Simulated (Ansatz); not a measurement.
C3H10Si2 (`[SiH3]C[SiH]1CC1`). Charge 0, multiplicity 1. The geometry is a stationary point of PBE0-D4/def2-TZVP. It is one conformer, not always the lowest.

```xyz
15

Si   -1.732   -1.367    1.056
C     0.078   -1.172    0.611
Si    0.588    0.599    0.341
C     1.723    1.078   -1.030
C     0.230    1.433   -1.263
H    -2.584   -0.947   -0.087
H    -2.053   -2.781    1.395
H    -2.065   -0.518    2.232
H     0.279   -1.733   -0.308
H     0.697   -1.611    1.401
H     0.584    1.423    1.571
H     2.135    0.309   -1.677
H     2.400    1.917   -0.903
H    -0.011    2.491   -1.286
H    -0.270    0.879   -2.052
```

What is the dipole moment at ωB97M-V/def2-TZVPP? (Estimate.)

Ansatz gave: 0.87 D, with components (0.52, -0.69, 0.00) D in this frame, pointing from negative to positive charge.

And with PBE, r2SCAN, B3LYP? (Best estimate.)

Ansatz gave: PBE 0.87 D, r2SCAN 0.88 D, B3LYP 0.85 D.

Give the Mulliken charges with ωB97M-V, PBE, r2SCAN in def2-TZVPP. (Best estimate.)

Ansatz gave: 
| atom | ωB97M-V | PBE | r2SCAN |
| --- | --- | --- | --- |
| Si1 | 0.17 | 0.19 | 0.29 |
| C2 | -0.41 | -0.27 | -0.29 |
| Si3 | 0.28 | 0.18 | 0.29 |
| C4 | -0.30 | -0.22 | -0.21 |
| C5 | -0.29 | -0.21 | -0.20 |
| H6 | -0.02 | -0.05 | -0.07 |
| H7 | -0.03 | -0.06 | -0.08 |
| H8 | -0.03 | -0.05 | -0.07 |
| H9 | 0.13 | 0.11 | 0.09 |
| H10 | 0.13 | 0.11 | 0.09 |
| H11 | -0.03 | -0.06 | -0.08 |
| H12 | 0.10 | 0.08 | 0.06 |
| H13 | 0.10 | 0.08 | 0.06 |
| H14 | 0.10 | 0.08 | 0.06 |
| H15 | 0.10 | 0.08 | 0.07 |

B3LYP here is the variant with VWN-RPA as its local correlation; programs differ in this.
